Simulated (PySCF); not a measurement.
**A small calculation by hand: entropy of an ideal gas**

B(Cl)(F)(NHMe) (CH4BClFN), SMILES CNB(F)Cl.

Geometry optimised at r2SCAN-D4/def2-SVP. This is a generated structure with no PubChem entry under its InChIKey; it may be hypothetical. The values are those of a single conformer.

PySCF with r2SCAN-D4/def2-SVP gives the harmonic wavenumbers 143, 154, 207, 334, 435, 575, 621, 717, 1053, 1097, 1141, 1201, 1381, 1446, 1471, 1478, 1578, 3019, 3094, 3163, 3629 cm⁻¹ and the rotational temperatures 0.3818, 0.1118, 0.0875 K. The molar mass is 95.31 g/mol, the symmetry number 1, the spin multiplicity 1.

**Question.** Work out the entropy at 298.15 K and 1 atm in the rigid-rotor, harmonic-oscillator model.

**Answer.** 
Translation (Sackur–Tetrode at 1 atm): S = R[1.5 ln M + 2.5 ln T − 1.16487] = 165.6 J/(mol K).
Rotation: q = (√π/σ) T^1.5/√(θA θB θC) = 149000, S = R[ln q + 3/2] = 111.5 J/(mol K).
Vibration: with u = 1.4388 ν/T, each mode gives R[u/(e^u − 1) − ln(1 − e^−u)]:
```tsv
ν (cm⁻¹)	modes	u	S (J/(mol K))
143	1	0.69	11.56
154	1	0.74	10.97
207	1	1.00	8.66
334	1	1.61	5.19
435	1	2.10	3.52
575	1	2.77	2.07
621	1	3.00	1.74
717	1	3.46	1.20
1053	1	5.08	0.32
1097	1	5.29	0.26
1141	1	5.51	0.22
1201	1	5.80	0.17
1381	1	6.66	0.08
1446	1	6.98	0.06
1471	1	7.10	0.06
1478	1	7.13	0.05
1578	1	7.61	0.04
```
The stiffer modes add less than 0.005 each. Sum 46.2 J/(mol K).
Spin: R ln 1 = 0.0 J/(mol K).
Total 323.3 J/(mol K); the program's own thermochemistry gives 323.3. Translation makes up 51 % and vibration 14 %. Anharmonicity, hindered rotation and orbital degeneracy are left out.
